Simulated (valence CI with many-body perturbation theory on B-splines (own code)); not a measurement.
## Br²¹⁺: what each term of the Hamiltonian does

Calculated by relativistic CI+MBPT: four valence electrons over a frozen Dirac-Fock core [Ne], radial functions for each j: 11 s, 11 p, 9 d, 7 f, 5 g, 2 h, 1 i, with the one-electron correlation potential Σ1 (screened to all orders), the two-electron term Σ2, the three-electron term Σ3, Breit, model QED; selected single and double excitations, second order for the rest (own B-spline code, finite nucleus).

No measured levels were compared; by estimate levels of excited configurations hold to 0.05 to 0.15 % of their energy, terms of the ground configuration to about 0.5 %.

Each rung adds one term. CI alone is the Dirac-Coulomb CI over the frozen core; QED comes last and gives the full result, which names the levels. Energies are above 3s2 3p2 3P_0 on the same rung, in eV.

Names give the largest LS component (configuration and term), which can be under half, so a name can repeat, a term be missing and a line seem to break the LS rules; names also repeat where a configuration has a term twice. Letters in brackets count levels of one name in rising energy.

| Level | CI alone |
| --- | --- |
| 3s2 3p2 3P_1 | 7.30 |
| 3s2 3p2 3P_2 | 10.41 |
| 3s2 3p2 1D_2 | 20.48 |
| 3s2 3p2 1S_0 | 28.82 |
| 3s 3p3 5S°_2 | 54.24 |
| 3s 3p3 3D°_1 | 67.22 |
| 3s 3p3 3D°_2 | 68.03 |
| 3s 3p3 3D°_3 | 70.96 |
| 3s 3p3 3P°_0 | 78.37 |
| 3s 3p3 3P°_2 [a] | 79.37 |
| 3s 3p3 3P°_1 | 79.36 |
| 3s 3p3 3P°_2 [b] | 86.67 |
| 3s 3p3 3S°_1 | 92.95 |
| 3s2 3p 3d 3F°_2 | 92.84 |
| 3s2 3p 3d 3F°_3 | 96.13 |
| 3s2 3p 3d 3F°_4 | 102.80 |

**Question.** What do these energies become with core correlation, Breit and QED?

**Answer.** 3s2 3p2 3P_1 7.20 (-0.108); 3s2 3p2 3P_2 10.23 (-0.175); 3s2 3p2 1D_2 20.19 (-0.290); 3s2 3p2 1S_0 28.49 (-0.333); 3s 3p3 5S°_2 54.04 (-0.197); 3s 3p3 3D°_1 66.90 (-0.326); 3s 3p3 3D°_2 67.69 (-0.341); 3s 3p3 3D°_3 70.53 (-0.435); 3s 3p3 3P°_0 77.92 (-0.456); 3s 3p3 3P°_2 [a] 78.85 (-0.513); 3s 3p3 3P°_1 78.85 (-0.510); 3s 3p3 3P°_2 [b] 86.06 (-0.605); 3s 3p3 3S°_1 91.85 (-1.094); 3s2 3p 3d 3F°_2 92.16 (-0.677); 3s2 3p 3d 3F°_3 95.37 (-0.754); 3s2 3p 3d 3F°_4 101.94 (-0.851).

**Question.** How does the ionisation energy move along the ladder, and which term matters most?

**Answer.** CI alone 919.75, + Σ1 920.56, + Σ2 920.45, + Σ3 920.30, + Breit 919.75, + QED 919.78 eV. The largest step is Σ1, 0.81 eV. NIST lists 920.8 ± 2.2 eV (semi-empirical).
